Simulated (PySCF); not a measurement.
Telling isomers of C5H13NSi2 apart by NMR

All values are calculated (PySCF 2.14): geometry from GFN2-xTB, GIAO PBE0/pcSseg-1 shieldings. A single conformation, fast rotation and ring inversion assumed for equivalent nuclei, no relativistic terms, no solvent.

Scale: 1H (σref 31.72) and 13C (σref 186.93) vs TMS (reference shieldings calculated alike). Where no couplings were computed, multiplicities follow the n + 1 count of equivalent neighbours, and m marks all less simple cases (inequivalent or close neighbours, rings, F or P nearby). Shifts are as computed. Against solution values, carbons near 30 ppm lie about +3 ppm off and those near 130 ppm about +5 ppm. Of 1211 compounds with measured shifts, 218 miss one by over three times the rms of a fit or turn the order of signals round; such compounds aren't used in these exercises. OH and NH positions are gas-phase values without hydrogen bonding to other molecules.

(1) Tabulate the signals of `C=CN1[C@@H](C)C[Si@@H]1[SiH3]`, `[SiH3][SiH2]C1=CCCNC1` and their relative energies.

(2) What is the quickest way to tell C=CN1[C@@H](C)C[Si@@H]1[SiH3] from [SiH3][SiH2]C1=CCCNC1?

Results:

(1) 
```json
{"SMILES": "C=CN1[C@@H](C)C[Si@@H]1[SiH3]", "carbon types": "2×CH 2×CH2 1×CH3", "δC": "144.6, 86.8, 61.3, 27.1, 17.7", "δH": "6.16 (m, 1H), 6.14 (m, 1H), 4.03 (m, 1H), 3.95 (m, 1H), 3.69 (m, 1H), 3.50 (d, 3H), 1.80 (m, 1H), 1.26 (d, 3H), 1.11 (m, 1H)", "E rel. (kcal/mol)": "0.0"}
{"SMILES": "[SiH3][SiH2]C1=CCCNC1", "carbon types": "1×C 1×CH 3×CH2", "δC": "146.9, 141.7, 53.3, 46.9, 31.8", "δH": "6.60 (t, 1H), 4.17 (q, 2H), 3.44 (s, 2H), 3.42 (t, 3H), 3.04 (m, 2H), 2.00 (m, 2H), 0.32 (br s, 1H)", "E rel. (kcal/mol)": "3.4"}
```

Energies are electronic energies at PBE0/pcSseg-1 on these geometries, without zero-point or thermal terms, each for the one conformer computed, which needn't be the lowest.

(2) Both give the same number of carbon signals, but DEPT or the intensities differ. The first has an sp3 CH bonded to N at 61.3 ppm, the second a fully substituted alkene carbon (C) at 141.7 ppm. Their most deshielded carbons lie at 144.6 and 146.9 ppm. In the proton spectra the most deshielded non-exchanging signals are 6.16 (m, 1H) and 6.60 (t, 1H).
